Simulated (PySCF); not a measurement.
# Frontier levels across methods

Compound: C7H12O.
Atom-mapped SMILES: `[O:1]=[CH:2][CH:3]1[CH2:4][CH2:5][CH2:6][CH2:7][CH2:8]1` (hydrogens: H9 on C2; H10 on C3; H11, H12 on C4; H13, H14 on C5; H15, H16 on C6; H17, H18 on C7; H19, H20 on C8)

Cartesian coordinates in Å at the PBE0-D3(BJ)/def2-SVP level; atoms count from 1:
```xyz
20
C7H12O angstrom
O      2.2869   -0.3527   -1.3921
C      1.8586    0.5420   -0.7139
C      1.0891    0.3782    0.5757
C      0.6874   -1.0707    0.8422
C     -0.4587   -1.5214   -0.0597
C     -1.6484   -0.5701    0.0184
C     -1.2336    0.8624   -0.3011
C     -0.1099    1.3324    0.6175
H      2.0378    1.6134   -1.0051
H      1.8123    0.7092    1.3484
H      1.5617   -1.7236    0.6989
H      0.3828   -1.1609    1.8991
H     -0.7662   -2.5442    0.2112
H     -0.0958   -1.5726   -1.0999
H     -2.0794   -0.6023    1.0361
H     -2.4471   -0.8983   -0.6662
H     -2.0954    1.5443   -0.2210
H     -0.8957    0.9156   -1.3527
H      0.2098    2.3545    0.3506
H     -0.4812    1.3863    1.6549
```

Basis pcSseg-1 throughout (PySCF), one geometry. The structure is a single PBE0-D3(BJ)/def2-SVP conformer in the gas phase; no vibrational or solvent corrections.

Problem. How do the orbital energies, the gap and the dipole change with the method?

Solution. 
```csv
method,kind,HOMO (eV),LUMO (eV),gap (eV),μ (D),SCF cycles
OPBE,GGA,-5.63,-1.65,3.98,2.47,16
BLYP,GGA,-5.64,-1.68,3.96,2.47,15
PBE,GGA,-5.72,-1.81,3.90,2.48,15
BP86,GGA,-5.84,-1.91,3.93,2.51,15
B97-2,global hybrid,-7.02,-0.70,6.32,2.64,13
B3LYP,global hybrid,-7.07,-0.90,6.17,2.61,14
PBE0,global hybrid,-7.29,-0.63,6.67,2.64,14
mPW1PW91,global hybrid,-7.34,-0.64,6.70,2.66,13
HF,Hartree–Fock,-11.17,3.59,14.77,3.04,11
```

The HOMO spans 5.54 eV, from OPBE down to HF, and the gap runs from 3.90 eV (PBE) to 14.77 eV (HF). Over the methods OPBE (0 %), BLYP (0 %), PBE (0 %), BP86 (0 %), B97-2 (21 %), B3LYP (20 %), PBE0 (25 %), mPW1PW91 (25 %), HF (100 %), a straight line through the gap against the share of exact exchange rises by 1.08 eV for each 10 % (correlation coefficient 1.000). The dipole ranges from 2.47 D (OPBE) to 3.04 D (HF). This basis has no diffuse functions.

The vertical ΔSCF ionisation energy at CAM-B3LYP/def2-SVPD is 9.71 eV; −ε(HOMO) comes closest to it with HF (11.17 eV).
